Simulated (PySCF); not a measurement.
silylarsine (AsH₅Si), SMILES [SiH3][AsH2]. Atoms are numbered in the order given.

```xyz
7

Si    -1.5768     0.0049     0.0000
As     0.8061    -0.0618     0.0000
H     -2.0636    -0.7186     1.2149
H     -2.0636    -0.7186    -1.2149
H     -2.1411     1.3892     0.0000
H      0.8721     1.0098     1.0994
H      0.8721     1.0098    -1.0994
```
Charge 0, spin multiplicity 1.

Coordinates come from a PBE-D3(BJ)/def2-TZVP optimisation.

All values below come from ωB97X/def2-TZVPD run with PySCF.

Symmetry labels are those of the subgroup Cs that the program uses (full group Cs).

Computed valence orbital energies around the gap with their symmetry:
| orbital | symmetry | energy (eV) |
|---|---|---|
| HOMO−7 | A' | -47.34 |
| HOMO−6 | A' | -20.81 |
| HOMO−5 | A' | -17.52 |
| HOMO−4 | A" | -13.12 |
| HOMO−3 | A' | -12.65 |
| HOMO−2 | A" | -12.05 |
| HOMO−1 | A' | -11.17 |
| HOMO | A' | -9.79 |
| LUMO | A' | 1.56 |
| LUMO+1 | A' | 1.65 |
| LUMO+2 | A" | 2.11 |
| LUMO+3 | A' | 2.66 |
